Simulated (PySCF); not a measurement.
# How the functional moves excitation energies

Species: CHBrF2.
SMILES: `FC(F)Br`

Linear-response calculations in the def2-SVPD basis (PySCF; singlets by full response, triplets Tamm–Dancoff, core orbitals frozen in the response; HF means time-dependent Hartree–Fock). 'Strongest' is the level of largest summed f among the singlets computed (10 roots, of which the last may lack a degenerate partner); it can jump between rows when another state enters that window. S1 is the lowest singlet of each run and needn't be the same state throughout; f(S1) is that of one state. Geometry: PBE0-D3(BJ)/def2-SVP; no solvent, vibrations or thermal averaging. The LDA/def2-SVPD calculation is non-relativistic and has no spin–orbit coupling, an omission that weighs most on bromine.

```csv
functional,kind,S1 (eV),f(S1),strongest (eV),T1 (eV),HOMO (eV),gap (eV),"ionisation energy, ΔSCF (eV)"
LDA,LDA,6.13,0.003,7.78,5.51,-7.69,5.74,11.67
PBE,GGA,6.14,0.003,7.78,5.46,-7.53,5.79,11.37
B3LYP,"global hybrid, 20% exact exchange",6.27,0.002,8.33,5.57,-8.62,7.54,11.60
PBE0,"global hybrid, 25% exact exchange",6.43,0.002,8.54,5.67,-8.89,8.12,11.55
BHandHLYP,"global hybrid, 50% exact exchange",6.58,0.002,9.06,5.81,-10.10,10.22,11.55
CAM-B3LYP,range-separated hybrid,6.34,0.002,8.65,5.62,-10.27,10.48,11.65
wB97X-D,range-separated hybrid,6.43,0.002,8.74,5.73,-10.80,11.77,11.60
LC-wPBE,range-separated hybrid,6.50,0.002,8.90,5.71,-11.70,13.06,11.64
HF,Hartree–Fock,7.08,0.003,9.82,6.15,-11.99,13.99,not settled
```

S1 runs from 6.13 eV (LDA) to 7.08 eV (HF), a spread of 0.95 eV, while the orbital gap spreads over 8.3 eV. Along PBE (0%), B3LYP (20%), PBE0 (25%), BHandHLYP (50%), HF (100%) S1 rises with the share of exact exchange. −ε(HOMO) comes closest to its own ΔSCF ionisation energy with LC-wPBE (+0.06 eV) and misses most with LDA (-3.98 eV). 'Not settled' means that the ion's SCF failed to converge or may have ended in another state than the lowest.
